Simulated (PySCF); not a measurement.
ZnH2BrCl, closed shell: harmonic vibrations.

run.py

```python
import json, numpy as np
from pyscf import gto, scf, dft, mp, cc
EV, BOHR = 27.211386245988, 0.529177210903
mol = gto.M(atom="""
Zn -0.994105 0.168589 0.740603
Br 1.166770 -0.560131 -1.235236
Cl -2.295481 -1.320745 -0.021763
H 2.136970 0.399342 -0.830353
H -0.254591 1.295963 1.458329
""", basis="def2-tzvp", charge=0, spin=0, max_memory=8670, verbose=0)
def mean_field(mol, dm=None):
    mf = dft.RKS(mol, xc="pbe0").density_fit()
    mf.conv_tol = 1e-9; mf.grids.level = 4
    mf.kernel(dm0=dm)
    if not mf.converged: mf = mf.newton().run(mf.mo_coeff, mf.mo_occ)
    assert mf.converged
    return mf
def d4(mol):
    from pyscf.dispersion.dftd4 import DFTD4Dispersion
    real = gto.M(atom=[(mol.atom_pure_symbol(i), mol.atom_coord(i)) for i in range(5)], unit='B', charge=mol.charge, spin=None, basis='def2-svp', verbose=0)
    r = DFTD4Dispersion(real, xc="pbe0", atm=True).get_dispersion(grad=True); return r["energy"], r["gradient"]
def energy_and_gradient(mol, dm=None):
    mf = mean_field(mol, dm); e, g = d4(mol)
    return mf, (mf.e_tot + e) * EV, (mf.nuc_grad_method().kernel()[:5] + g) * EV / BOHR
out = {}
from pyscf.hessian import thermo
mf = mean_field(mol); n = mol.natm; h = mf.Hessian().kernel(); x0 = mol.atom_coords()
for i in range(n):
    for a in range(3):
        g = []
        for s in (1, -1):
            x = x0.copy(); x[i, a] += s * 0.005; g.append(d4(mol.set_geom_(x, unit='B', inplace=False))[1])
        h[i, :, a, :] += (g[0] - g[1]) / 0.01
for i in range(n): h[i, i] -= h[i].sum(0)  # translational sum rule: the analytic Hessian lacks the grid's response
w = thermo.harmonic_analysis(mol, h, imaginary_freq=False)['freq_wavenumber']; r = w[w > 0] * 1.239842e-4; T = [298.15, 498.15, 698.15, 898.15]
print("Vibrations: " + " ".join(f"{a:.2f}" for a in w) + f" cm⁻¹, zero-point energy {r.sum() / 2:.6f} eV")
A = [r.sum() / 2 + 8.617333e-5 * t * np.log(1 - np.exp(-r / 8.617333e-5 / t)).sum() for t in T]
out.update(energy=(mf.e_tot + d4(mol)[0]) * EV, converged=True, hessian=(h.transpose(0, 2, 1, 3).reshape(3 * n, -1) * EV / BOHR**2).round(5).tolist(), temperatures=T, free_energy=A)
out['s2'] = mf.spin_square()[0]; out['nelec'] = mol.nelec
print(f"Total energy {out['energy']:.6f} eV, <S^2> {out['s2']:.4f}")
json.dump(out, open("out.json", "w"), default=float)
```

Command:

```bash
OMP_NUM_THREADS=4 python run.py
```

It printed (PySCF 2.14):

```
Vibrations: 49.37 66.65 149.93 265.12 407.51 432.18 479.06 1947.50 2650.98 cm⁻¹, zero-point energy 0.399744 eV
Total energy -131004.251601 eV, <S^2> 0.0000
```

Hardware: 4 CPU threads of an Arm Neoverse V1, shared host. Wall time 120 s; peak host memory 2 GiB.
